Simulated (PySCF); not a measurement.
**Electron correlation in Er²⁺ (erbium, charge +2)**

[Xe] 4f11 5d1, one real determinant (an excited configuration). Computed with PySCF 2.14 in cc-pVDZ-X2C, with scalar relativity by spin-free X2C-1e. Frozen: [Ar] 3d10; 38 electrons correlated.

MP2 pair energies summed by pair of shells (mhartree):

```json
{"pair": "4f-4f", "energy": "-320.75", "share (%)": "30.0"}
{"pair": "4d-4f", "energy": "-177.43", "share (%)": "16.6"}
{"pair": "4f-5p", "energy": "-171.42", "share (%)": "16.0"}
{"pair": "5p-5p", "energy": "-104.10", "share (%)": "9.7"}
{"pair": "4d-4d", "energy": "-48.05", "share (%)": "4.5"}
{"pair": "4d-5p", "energy": "-41.82", "share (%)": "3.9"}
{"pair": "4f-5s", "energy": "-38.76", "share (%)": "3.6"}
{"pair": "4p-4f", "energy": "-33.07", "share (%)": "3.1"}
{"pair": "5s-5p", "energy": "-27.59", "share (%)": "2.6"}
{"pair": "4p-4d", "energy": "-21.88", "share (%)": "2.0"}
{"pair": "5p-5d", "energy": "-20.85", "share (%)": "1.9"}
{"pair": "4d-5s", "energy": "-15.15", "share (%)": "1.4"}
{"pair": "4f-5d", "energy": "-12.60", "share (%)": "1.2"}
{"pair": "4s-4f", "energy": "-7.20", "share (%)": "0.7"}
{"pair": "5s-5s", "energy": "-5.40", "share (%)": "0.5"}
{"pair": "4p-4p", "energy": "-5.16", "share (%)": "0.5"}
{"pair": "4p-5p", "energy": "-4.55", "share (%)": "0.4"}
{"pair": "4s-4d", "energy": "-4.40", "share (%)": "0.4"}
{"pair": "5s-5d", "energy": "-2.42", "share (%)": "0.2"}
{"pair": "4d-5d", "energy": "-2.32", "share (%)": "0.2"}
{"pair": "4s-4p", "energy": "-2.31", "share (%)": "0.2"}
{"pair": "4p-5s", "energy": "-2.18", "share (%)": "0.2"}
{"pair": "4s-4s", "energy": "-0.45", "share (%)": "0.0"}
{"pair": "4s-5p", "energy": "-0.39", "share (%)": "0.0"}
{"pair": "4s-5s", "energy": "-0.21", "share (%)": "0.0"}
{"pair": "4p-5d", "energy": "-0.18", "share (%)": "0.0"}
{"pair": "4s-5d", "energy": "-0.02", "share (%)": "0.0"}
```

Total MP2 correlation energy: -1070.7 mhartree.

Same-spin part -418.58 and opposite-spin part -652.10 mhartree; SCS-MP2 scales them by 1/3 and 6/5 to -922.04 mhartree.

The reference is one real determinant that mixes LS terms of this configuration.

This basis was not built for core-valence correlation, so the inner-shell part is incomplete.
